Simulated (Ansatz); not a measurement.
System: MoCl, net charge 0, quartet state. The spin state was set by rule; other spins were not relaxed. 
Structure (B3LYP-D3(BJ)/def2-TZVP (Ansatz, a quantum-chemistry and plane-wave program) minimum search):
SMILES: [Cl][Mo]
```xyz
2

Mo     0.0000     0.0000    -0.6552
Cl     0.0000     0.0000     1.6188
```
Charge 0, spin multiplicity 4.

Quantity: vertical electron affinity (to the quintet state of charge -1; a negative value means that the extra electron is unbound and the number depends on the basis; each state is the SCF solution reached for its spin; the UHF <S^2> is 6.81 for the quintet (pure: 6.00) and 4.76 for the quartet (pure: 3.75); for the quintet T1 is 0.065; for the quartet T1 is 0.111), in eV. Correlated levels leave the core frozen unless marked. Open shells are spin-unrestricted. No spin-orbit coupling. The frozen core is the preceding noble-gas configuration, with the filled d and f shells of earlier blocks. Past Kr the def2 sets carry scalar-relativistic core potentials. Anions need diffuse functions: def2-D sets add few.  The program attaches cautions to a run behind CCSD/def2-SVPD: other amplitudes. The program attaches cautions to a run behind CCSD/def2-TZVPPD: other amplitudes. The program attaches cautions to a run behind CCSD(T)/def2-SVPD: other amplitudes. The program attaches cautions to a run behind CCSD(T)/def2-TZVPPD: other amplitudes. The program attaches cautions to a run behind CCSD(T)/def2-QZVPPD: other amplitudes.

```
level                 program  vertical electron affinity (eV)
--------------------  -------  -------------------------------
PBE/def2-TZVPD         Ansatz                             1.83
r2SCAN/def2-TZVPD      Ansatz                             1.89
B3LYP/def2-TZVPD       Ansatz                             1.93
PBE0/def2-TZVPD        Ansatz                             1.90
BHLYP/def2-TZVPD       Ansatz                             1.85
CAM-B3LYP/def2-TZVPD   Ansatz                             1.93
wB97M-V/def2-TZVPD     Ansatz                             2.05
wB97X-V/def2-TZVPD     Ansatz                             1.84
wB97X/def2-TZVPD       Ansatz                             1.94
CCSD/def2-SVPD         Ansatz                             1.51
CCSD/def2-TZVPPD       Ansatz                             1.79
CCSD(T)/def2-SVPD      Ansatz                             0.93
CCSD(T)/def2-TZVPPD    Ansatz                             1.19
CCSD(T)/def2-QZVPPD    Ansatz                             1.13
```
